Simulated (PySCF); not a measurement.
Compound: C8H16OSi.
Numbering: `[SiH3:1][O:2][C@:3]12[CH2:4][CH2:5][CH2:6][C@H:7]1[CH2:8][CH2:9][CH2:10]2`

NICS is the negative of the GIAO shielding at a point without a nucleus: at the ring centre (0) and 1 Å above and below it (1); zz is the component along the ring normal. Level: GIAO PBE0/pcSseg-1 (PySCF, non-relativistic, gas phase) on the PBE0-D3(BJ)/def2-SVP geometry, one conformer.

Ring bond lengths (Å), with Mayer bond orders in brackets: C3–C4 1.535 (1.03), C4–C5 1.525 (1.02), C5–C6 1.530 (1.02), C6–C7 1.534 (1.03), C7–C3 1.563 (0.94); C3–C7 1.563 (0.94), C7–C8 1.538 (1.00), C8–C9 1.526 (1.04), C9–C10 1.523 (1.02), C10–C3 1.537 (0.98).

Give the NICS values of each ring in ppm.

| ring | type | NICS(0) | NICS(1), two faces | NICS(1)zz, two faces | rms pucker (Å) | centre to ring atoms, mean (Å) |
| --- | --- | --- | --- | --- | --- | --- |
| C3–C4–C5–C6–C7 | 5-membered carbocycle; formal bonds all single | -5.8 | -5.2 / -3.2 | -2.2 / -1.7 | 0.18 | 1.29 |
| C3–C7–C8–C9–C10 | 5-membered carbocycle; formal bonds all single | -5.6 | -5.0 / -3.3 | -3.0 / -2.2 | 0.19 | 1.28 |

What can be read from them?

- C3–C4–C5–C6–C7: mean NICS(1)zz -2.0 ppm, near zero. C3, C4, C5, C6, C7 have four or more neighbours, so the value isn't read as a sign of a π ring current.
- C3–C7–C8–C9–C10: mean NICS(1)zz -2.6 ppm, near zero. C3, C7, C8, C9, C10 have four or more neighbours, so the value isn't read as a sign of a π ring current.

At the first NICS(1) probe listed for ring C3–C7–C8–C9–C10, 1 Å off the ring, what do the in-plane components average?

The isotropic value is a third of the trace: (3 × -5.0 − (-3.0))/2 = -6.0 ppm.

What are the shieldings of the ring atoms and their hydrogens in the same run (means over atoms taken as equivalent)?

```tsv
atoms	environment	σ isotropic (ppm)	principal values of the symmetric part, first atom (ppm)
C3	sp3 carbon bound to oxygen	90.3	73.5, 84.6, 112.8
C4 (×2)	ring CH2 carbon	143.8	130.1, 138.7, 160.1
C5 (×2)	ring CH2 carbon	156.6	129.1, 167.5, 174.2
C6 (×2)	ring CH2 carbon	149.0	132.3, 156.7, 165.2
C7	sp3 carbon at a ring junction	129.3	109.0, 117.2, 161.6
H on C4 (×2)	methylene hydrogen	29.96	25.7, 28.2, 34.9
H on C4 (×2)	methylene hydrogen	29.40	24.8, 29.2, 35.1
H on C5 (×2)	methylene hydrogen	29.65	24.6, 26.4, 38.0
H on C5 (×2)	methylene hydrogen	29.83	26.6, 27.6, 35.4
H on C6 (×2)	methylene hydrogen	29.36	25.2, 26.8, 36.5
H on C6 (×2)	methylene hydrogen	30.25	25.2, 27.8, 37.2
H on C7	methine hydrogen	29.11	26.7, 26.9, 33.6
```

How do the values depend on the level or the medium?

| level | NICS(0), C3–C4–C5–C6–C7 | mean NICS(1)zz, C3–C4–C5–C6–C7 | NICS(0), C3–C7–C8–C9–C10 | mean NICS(1)zz, C3–C7–C8–C9–C10 |
| --- | --- | --- | --- | --- |
| PBE0/pcSseg-1, gas | -5.8 | -2.0 | -5.6 | -2.6 |
| wB97X-D/pcSseg-1, gas | -5.7 | -1.9 | -5.5 | -2.5 |

The geometry is the same throughout.
